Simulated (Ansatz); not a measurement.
Basis-set series for ClF2H3O3W, SMILES `[OH][W]([OH])([OH])([F])([F])[Cl]`. The species carries charge 0 and has multiplicity 1. W takes the def2 core potential. The geometry is a stationary point of PBE0-D4/def2-TZVP. It is one conformer, not always the lowest.

| functional | basis | functions | energy (Eh) | HOMO (eV) | LUMO (eV) |
| --- | --- | --- | --- | --- | --- |
| PBE0-D4 | def2-TZVPP | 295 | -954.35124 | -8.90 | -3.41 |
| PBE0-D4 | def2-QZVPP | 526 | -954.38866 | -8.94 | -3.46 |
| ωB97M-V | def2-TZVPP | 295 | -954.70531 | -11.17 | -1.33 |
| ωB97M-V | def2-QZVPP | 526 | -954.74089 | -11.22 | -1.40 |

(1) Give the rows for def2-SVP. (An estimate is asked.)

Answers

(1) Ansatz gave: 
```tsv
functional	basis	functions	energy (Eh)	HOMO (eV)	LUMO (eV)
PBE0-D4	def2-SVP	135	-953.63512	-8.86	-3.48
ωB97M-V	def2-SVP	135	-953.97824	-11.09	-1.39
```
